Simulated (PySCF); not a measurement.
C2H5ClSi, SMILES [SiH3]/C=C\Cl. Atoms are numbered in the order given.

```xyz
9

Si    -0.3851    -1.7117     0.0000
C      1.0926    -0.5434     0.0000
C      1.0032     0.7991     0.0000
Cl    -0.5189     1.6484     0.0000
H     -1.2366    -1.5012     1.2219
H     -1.2366    -1.5012    -1.2219
H      0.1287    -3.1247     0.0000
H      2.1181    -0.9530     0.0000
H      1.8648     1.4865     0.0000
```
Charge 0, spin multiplicity 1.

Coordinates come from a PBE-D3(BJ)/def2-SVP optimisation. The structure was generated by enumeration; whether it is a known compound was not checked.

Method: PBE-D3(BJ)/def2-SVP in PySCF 2.14.0.

Frequencies are harmonic and unscaled.

Computed harmonic wavenumbers and intensities:
```csv
mode,ν (cm⁻¹),IR (km/mol),moving atoms (share of kinetic energy)
1,98,0.0,H 95 %
2,130,1.0,"Cl 41 %, Si 39 %, H 11 %"
3,308,1.9,"C 58 %, H 39 %"
4,460,6.0,"C 45 %, H 32 %, Cl 17 %"
5,611,39.1,"H 36 %, C 35 %, Si 28 %"
6,620,3.9,"H 76 %, C 16 %"
7,682,0.6,"C 46 %, H 29 %, Cl 18 %"
8,698,84.8,"H 76 %, C 20 %"
9,796,79.4,"C 56 %, H 31 %, Cl 8 %"
10,887,196.8,"H 90 %, Si 10 %"
11,907,29.9,"H 89 %, C 9 %"
12,909,27.3,H 97 %
13,916,10.2,"H 87 %, C 12 %"
14,1112,1.6,H 92 %
15,1261,8.0,"H 77 %, C 22 %"
16,1595,98.9,C 96 %
17,2165,51.2,H 99 %
18,2170,93.3,H 96 %
19,2177,105.5,H 96 %
20,3091,0.5,H 92 %
21,3123,3.7,"H 91 %, C 9 %"
```
